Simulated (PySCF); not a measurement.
**W²⁺ (tungsten, charge +2): UHF calculation**

Configuration: [Xe] 4f14 5d4, high-spin 5D determinant. All numbers are calculated (PySCF 2.14, a scalar-relativistic core potential, in aug-cc-pVDZ-PP with ECP60MDF (5s5p4d2f, 54 functions)).

```json
{
 "Total energy": "-65.908227 hartree",
 "One-electron energy": "-104.9653 hartree",
 "Hartree (Coulomb) energy": "45.7362 hartree",
 "Exchange energy": "-6.6791 hartree",
 "⟨S²⟩": "6.0033",
 "⟨L²⟩": "6.020",
 "Sum of ⟨r⟩": "17.37 bohr",
 "Sum of ⟨r²⟩": "29.63 bohr²",
 "Traceless quadrupole moment −½Σ⟨3z² − r²⟩ along its main axis": "-1.25 e·bohr²",
 "Time after the integrals": "0.21 s of wall time on 1 thread of Neoverse-V2 (shared host)"
}
```

| shell | electrons | mean orbital energy (eV) | spread (eV) | rms radius, mean of both spins (bohr) |
| --- | --- | --- | --- | --- |
| 5s α | 1 | -110.96 | 0 | 1.16 |
| 5s β | 1 | -106.48 | 0 | 1.16 |
| 5p α | 3 | -71.552 | 0.736 | 1.35 |
| 5p β | 3 | -64.837 | 1.410 | 1.35 |
| 5d α | 4 | -26.012 | 1.202 | 2.00 |

Energies and moments cover only the electrons outside the core potential. Spin-orbit coupling, absent here, splits the open shell strongly.
